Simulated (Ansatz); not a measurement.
Isolated molecules relaxed with PBE0-D4/def2-TZVP in Ansatz; ΔE leaves out vibrations. CCSD(T)/CBS adds triple-zeta CCSD(T) − MP2 to the extrapolated MP2 energy (def2 sets, frozen cores). Functionals use def2-TZVPP. Each species was taken in one conformer, which may not be the lowest.

`BNCCN` + `Cl[SiH]1N[SiH2]1` → `BN1[SiH2][SiH]1Cl` + `NCCN`  (ligand exchange at a B–N bond)

| level | ΔE (kJ/mol) |
| --- | --- |
| r2SCAN | 49.7 |
| SCS-MP2/def2-QZVPP | 45.6 |
| HF/CBS(def2) | 38.1 |
| MP2/CBS(def2) | 47.4 |

Problem. What does CCSD(T)/CBS give? (Best estimate.)

Solution. Computed: +47.0 kJ/mol. The listed levels differ from it by 2.7, -1.4, -8.9, 0.4 kJ/mol.

Largest T1 diagnostic among the species: 0.013.

In def2-TZVPP, CCSD(T) changes the Hartree–Fock value by +8.5 kJ/mol (the triples alone add +0.7 kJ/mol) and MP2 by +9.0 kJ/mol.
